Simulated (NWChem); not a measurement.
Program: NWChem. System: I2Si, charge 0, spin multiplicity 1, at a geometry optimised with B3LYP/def2-SVP with def2 effective core potentials on I. The structure started from a generated list of species. Level: G0W0@PBE0/def2-QZVP with def2 effective core potentials on I, RI basis def2-qzvp-rifit, no spin-orbit coupling.

The NWChem input:

```
start mol
memory heap 200 mb stack 700 mb global 1700 mb
geometry units angstroms nocenter noautoz
  Si     0.000000     0.000000     1.360185
  I     -1.986786     0.000000    -0.179647
  I      1.986786     0.000000    -0.179647
  symmetry group C2v
end
basis spherical
  * library def2-qzvp
end
ecp
  I library def2-ecp
end
basis "ri basis" bse spherical
  * library def2-qzvp-rifit
end
dft
  xc pbe0
  iterations 100
  direct
  tolerances tight
end
task dft energy
gw
  method cdgw
  states alpha occ 4 vir 2
end
task dft gw
```

Output (cleaned and shortened):

```
             Northwest Computational Chemistry Package (NWChem) 7.3.0
             --------------------------------------------------------

                                NWChem Input Module
                                -------------------

 Scaling coordinates for geometry "geometry" by  1.889725989
 (inverse scale =  0.529177249)

 Turning off AUTOSYM since
 SYMMETRY directive was detected!

                             Geometry "geometry" -> ""
                             -------------------------

 Output coordinates in angstroms (scale by  1.889725989 to convert to a.u.)

  No.       Tag          Charge          X              Y              Z
 ---- ---------------- ---------- -------------- -------------- --------------
    1 Si                  14.0000     0.00000000     0.00000000     1.36018500
    2 I                   53.0000    -1.98678600     0.00000000    -0.17964700
    3 I                   53.0000     1.98678600     0.00000000    -0.17964700

 Effective nuclear repulsion energy (a.u.)     686.5010151989

            Nuclear Dipole moment (a.u.)
            ----------------------------
        X                 Y               Z
 ---------------- ---------------- ----------------
     0.0000000000     0.0000000000     0.0000151178

      Symmetry information
      --------------------

 Group name             C2v
 Group number             16
 Group order               4
 No. of unique centers     2

      Symmetry unique atoms

     1    2


 Summary of "ao basis" -> "" (spherical)
 ------------------------------------------------------------------------------
       Tag                 Description            Shells   Functions and Types
 ---------------- ------------------------------  ------  ---------------------
 *                         def2-qzvp                  on all atoms

 Summary of "ri basis" -> "" (spherical)
 ------------------------------------------------------------------------------
       Tag                 Description            Shells   Functions and Types
 ---------------- ------------------------------  ------  ---------------------
[...]
         213.368709083597           0.000000000000           0.000000000000
           0.000000000000        3790.977428524019           0.000000000000
           0.000000000000           0.000000000000        3577.608719440423

     Multipole analysis of the density
     ---------------------------------

     L   x y z        total         alpha         beta         nuclear
     -   - - -        -----         -----         ----         -------
     0   0 0 0     -0.000000    -32.000000    -32.000000     64.000000

     1   1 0 0     -0.000000     -0.000000     -0.000000      0.000000
     1   0 1 0     -0.000000     -0.000000     -0.000000      0.000000
     1   0 0 1      0.305415     -9.352841     -9.352841     19.011097

     2   2 0 0    -50.368577   -377.587504   -377.587504    704.806431
     2   1 1 0      0.000000      0.000000      0.000000      0.000000
     2   1 0 1      0.000000      0.000000      0.000000      0.000000
     2   0 2 0    -48.691797    -24.345898    -24.345898      0.000000
     2   0 1 1     -0.000000     -0.000000     -0.000000      0.000000
     2   0 0 2    -48.979111    -73.618647    -73.618647     98.258183

 Task  times  cpu:      118.3s     wall:      118.3s

                                NWChem Input Module
                                -------------------

                                 NWChem GW Module
                                 ----------------

                             ***********************
                             ***        GW       ***
                             ***********************

 Summary of "ri basis" -> "ri basis" (spherical)
 ------------------------------------------------------------------------------
       Tag                 Description            Shells   Functions and Types
 ---------------- ------------------------------  ------  ---------------------
 Si                     def2-qzvp-rifit             41      167   12s10p9d6f3g1h
 I                      def2-qzvp-rifit             50      276   10s10p9d8f6g5h2i

                 Memory Information
                 ------------------
          Available GA per process is          1699.6 MBs
          Available stack per process is        700.0 MBs
          Available heap per process is           0.1 MBs

          Peak memory in Initialization
              Peak GA per process is                 48.0 MBs
              Peak stack per process is               0.6 MBs
              Peak heap per process is               49.8 MBs
              Memory not in MA per process            0.0 MBs

          Peak memory in CDGW Calculation
              Peak GA per process is                 56.4 MBs
              Peak stack per process is               7.9 MBs
              Peak heap per process is                6.9 MBs
              Memory not in MA per process            0.1 MBs

          Computing 2-center integrals
          Computing Inverse Cholesky factor
          Computing 3-center integrals
          Computing Vxc

          Computing Sigma_x
          Computing W(iw) on the imaginary grid
          Solving quasiparticle equations

                  Alpha Orbitals
          State     Energy (eV)     Error (eV)
          -----------------------------------
@GW        29        -10.337           0.004
@GW        30         -9.689           0.004
@GW        31         -9.411           0.005
@GW        32         -9.003           0.003
@GW        33         -1.918           0.004
@GW        34          0.061           0.004

     GW Timing Statistics
   ------------------------
   Init.   :          0.4s
     ERIs  :          8.6s
     Distr.:          0.1s
     Vxc   :         13.4s
   Vmo     :          0.0s
   iW      :         14.5s
   I_n     :          0.0s
   R_n     :          1.4s
   GW total:         38.4s

 Task  times  cpu:       38.4s     wall:       38.4s

 Total times  cpu:      156.7s     wall:      156.7s
```
